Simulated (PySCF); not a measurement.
# Two-component Hartree-Fock for Ga⁴⁺ (gallium, charge +4)

Start: [Ar] 3d9; 3d3/2 filled at m_j = -3/2, -1/2, +1/2, +3/2; 3d5/2 filled at m_j = -3/2, -1/2, +1/2, +3/2, +5/2. Calculated with PySCF 2.14 in x2c-TZVPPall-2c: generalised Hartree-Fock with the X2C-1e Hamiltonian and a Gaussian nucleus; one run each with spin-orbit coupling (SO) switched off, then screened by Boettger's factors.

| spinor shell | electrons | ε, spin-free (eV) | ε, screened SO (eV) | weight of nominal j (screened SO) | rms radius, screened SO (bohr) |
| --- | --- | --- | --- | --- | --- |
| 1s1/2 | 2 | -10502.2 | -10502.0 | 1.000 | 0.0560 |
| 2s1/2 | 2 | -1402.0 | -1401.9 | 1.000 | 0.235 |
| 2p1/2 | 2 | -1223.9 | -1243.2 | 0.999 | 0.209 |
| 2p3/2 | 4 | -1223.9 | -1214.5 | 1.000 | 0.212 |
| 3s1/2 | 2 | -236.94 | -236.93 | 1.000 | 0.693 |
| 3p1/2 | 2 | -180.69 | -184.67 | 0.955 | 0.718 |
| 3p3/2 | 4 | -180.69 | -178.72 | 0.978 | 0.728 |
| 3d3/2 | 4 | -89.745 | -90.566 | 0.839 | 0.819 |
| 3d5/2 | 5 | -89.745 | -89.106 | 0.871 | 0.825 |

```tsv
quantity	spin-free	screened SO
E (hartree)	-1937.91468	-1937.98462
M_J	5/2	5/2
⟨J²⟩	8.751	8.751
⟨L²⟩	6.001	6.003
⟨S²⟩	0.750	0.752
```

Each row is a mean over spinors that exchange with the open shell spreads, by up to 8.583 eV (3p3/2).

Rows whose weight is well below 1 are mixtures of j = l ± 1/2: exchange outweighs spin-orbit coupling there, and the label is only the starting occupation.

Without spin-orbit coupling the j labels of p, d and f shells carry no meaning; the spin-free column gives the mean over the occupied spinors of each nl shell.
